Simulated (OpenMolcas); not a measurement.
V2+ (d3) in a complex was computed by SS-CASPT2, IPEA 0.25 Eh, sigma2 regulariser 0.3 Eh with the d shell active (OpenMolcas, ANO-RCC-VTZP on the metal). Its lowest spin-free states, and all those of the highest spin:

| 2S+1 | Degeneracy | E (cm-1) |
| --- | --- | --- |
| 4 | 3 | 0 |
| 4 | 3 | 1260 |
| 4 | 1 | 4800 |
| 2 | 3 | 10410 |
| 2 | 2 | 10620 |
| 2 | 3 | 10760 |
| 2 | 1 | 11250 |
| 4 | 3 | 11760 |
| 2 | 3 | 13760 |
| 2 | 3 | 15180 |
| 2 | 3 | 15370 |
| 2 | 2 | 16140 |

Problem. Is the site octahedral, tetrahedral or cube-like, axial, or of lower symmetry?

Solution. The states with 2S+1 = 4 have orbital degeneracies 3, 3, 1, 3. Threefold states need a cubic site. For d3 at this spin an octahedron puts the single A2 below the threefold T2 and a tetrahedron or cube puts the threefold T1 below the threefold T2, so the site is a tetrahedron or a cube, which this pattern cannot tell apart. The run had V2+ with 4 ligands (chloride) in tetrahedral coordination (Td) at 2.54 Å. A charge of +0.5 e stands 2.6 Å behind each ligand. Ligand basis ANO-RCC-VDZP.

Roots that are degenerate in the reference are averaged as groups; the widest CASPT2 spread within a group is 440 cm-1 (the 3-fold group of multiplicity 4 near 1260 cm-1 above the lowest state of its run). Shifts and gaps below about the spread of the groups concerned are not significant. Over all roots computed the reference weight is 0.73 to 0.75; a low but even weight reflects the number of correlated electrons. An orbital triplet at a regular site is open to Jahn-Teller coupling, which can distort the site and quench the lowest spin-orbit gaps and is left out. Ligand-to-metal charge-transfer states are missing. These CASPT2 states fit no ligand-field parameters well, so their order and spin gaps are uncertain. With no ligand orbital active B as a rule stays too high, so bands that hang on it stand too high and its fall with covalency is understated. With one d shell and no ligand orbital active, 10Dq can be off by tens of per cent for divalent 3d ions, low with halides held by bare charges and at times high in hosts. Free-ion shares, where given, are those of the reference states; single-state CASPT2 does not remix them. The distance lies 5 % over the 2.42 Å that this model takes as the normal distance (a Shannon-type radius plus a fixed donor radius); by an R⁻⁵ law this alone changes a d-shell field by about -21 %. No measured value stands beside these numbers; the geometry was imposed, not optimised, and the real ion may take another.
